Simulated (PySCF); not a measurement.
C3H10Si, SMILES CCC[SiH3]. Geometry optimised at PBE-D3(BJ)/def2-SVP. One conformer was computed; it need not be the lowest.

Computed equilibrium geometry at PBE-D3(BJ)/def2-SVP (PySCF confirms it by a frequency run) as bond lengths and angles, and its point group (one conformer of several):
point group Cs.
Atoms: Si1 C2 C3 C4 H5 H6 H7 H8 H9 H10 H11 H12 H13 H14. Bond lengths (Å): Si1–C2 1.897, Si1–H5 1.506, Si1–H6 1.507, Si1–H7 1.507, C2–C3 1.537, C2–H8 1.113, C2–H9 1.113, C3–C4 1.531, C3–H10 1.113, C3–H11 1.113, C4–H12 1.110, C4–H13 1.109, C4–H14 1.110. Angles (°): C2–Si1–H5 110.8, C2–Si1–H6 110.6, C2–Si1–H7 110.6, H5–Si1–H6 108.4, H5–Si1–H7 108.4, H6–Si1–H7 108.0, Si1–C2–C3 114.6, Si1–C2–H8 107.9, Si1–C2–H9 107.9, C3–C2–H8 110.3, C3–C2–H9 110.3, H8–C2–H9 105.6, C2–C3–C4 113.3, C2–C3–H10 109.5, C2–C3–H11 109.5, C4–C3–H10 109.4, C4–C3–H11 109.4, H10–C3–H11 105.4, C3–C4–H12 111.2, C3–C4–H13 111.7, C3–C4–H14 111.2, H12–C4–H13 107.6, H12–C4–H14 107.3, H13–C4–H14 107.6.
Charge 0, spin multiplicity 1.
